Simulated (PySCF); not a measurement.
## LaF at RHF

Computed with RHF; La x2c-TZVPPall, F x2c-TZVPPall; spin-free X2C with a Gaussian nucleus (PySCF 2.14).

| Item | Value |
| --- | --- |
| state | singlet, about 0.1 electrons in the 4f shell (Mulliken) |
| bond length | 2.058 Å |
| harmonic wavenumber | 565 cm⁻¹ |
| force constant | 3.14 mdyn/Å |
| rotational constant Be | 0.2381 cm⁻¹ |
| anharmonicity ωexe | 1.93 cm⁻¹ |
| vibration–rotation constant αe | 0.00113 cm⁻¹ |
| HOMO–LUMO gap | 5.55 eV |
| bond order (Mayer) | 0.82 |
| dipole moment (positive dipole means La(−)F(+)) | -1.60 D |

Spin–orbit coupling is left out, which matters for elements this heavy, above all for dissociation energies. Hartree–Fock leaves out correlation, which carries a large part of most bond energies and some tenths to 1 eV of ionisation energies.
